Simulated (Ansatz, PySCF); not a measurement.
C₃H₈Mg, SMILES C[CH](C)[MgH]. Atoms are numbered in the order given.

```xyz
12

Mg     0.1109     0.3871     1.6385
H      0.3778     0.6562     3.3014
C     -0.2092     0.0438    -0.4227
C     -0.5676    -1.4215    -0.7208
C      0.9862     0.4892    -1.2810
H     -1.0785     0.6628    -0.7228
H     -0.7542    -1.5913    -1.8000
H      0.2473    -2.1123    -0.4358
H     -1.4738    -1.7537    -0.1840
H      1.2219     1.5608    -1.1560
H      0.8044     0.3251    -2.3619
H      1.9051    -0.0739    -1.0335
```
Charge 0, spin multiplicity 1.

Geometry: ωB97X-D3(BJ)/def2-SVP.

Two levels are set side by side: PBE-D3(BJ)/def2-SVP (Ansatz, a first-principles code) and ωB97X-D3(BJ)/def2-SVP (PySCF). Each level has its own optimised geometry; the coordinates shown are those of the second. Frequencies come from the Hessian of PySCF at each geometry. Differences are taken from unrounded values.

```csv
quantity,ωB97X-D3(BJ)
mean bond length (Å),1.331
bond Mg1–C3 (Å),2.114
bond C3–C4 (Å),1.538
bond C3–C5 (Å),1.538
bond Mg1–H2 (Å),1.706
bond C3–H6 (Å),1.109
bond C4–H7 (Å),1.108
bond C4–H8 (Å),1.106
bond C4–H9 (Å),1.104
bond C5–H10 (Å),1.104
bond C5–H11 (Å),1.108
bond C5–H12 (Å),1.106
highest harmonic wavenumber (cm⁻¹),3114
mean harmonic wavenumber (cm⁻¹),1427
zero-point energy (kcal/mol),61.18
```

Question: What does PBE-D3(BJ) give, and how far is it from ωB97X-D3(BJ)? (The exact figures need the calculation; the answer reports its results.)

Answer: 
```
quantity                            PBE-D3(BJ)  PBE-D3(BJ) minus ωB97X-D3(BJ)
----------------------------------  ----------  -----------------------------
mean bond length (Å)                     1.340                          0.009
bond Mg1–C3 (Å)                          2.141                          0.027
bond C3–C4 (Å)                           1.537                          0.000
bond C3–C5 (Å)                           1.537                          0.000
bond Mg1–H2 (Å)                          1.722                          0.017
bond C3–H6 (Å)                           1.116                          0.008
bond C4–H7 (Å)                           1.118                          0.009
bond C4–H8 (Å)                           1.113                          0.007
bond C4–H9 (Å)                           1.111                          0.007
bond C5–H10 (Å)                          1.111                          0.007
bond C5–H11 (Å)                          1.118                          0.009
bond C5–H12 (Å)                          1.113                          0.007
highest harmonic wavenumber (cm⁻¹)        3020                            -94
mean harmonic wavenumber (cm⁻¹)           1372                            -54
zero-point energy (kcal/mol)             58.86                          -2.32
```

Exact exchange shortens and stiffens bonds; PBE has none. Differences between two approximate levels are no errors against the true value.
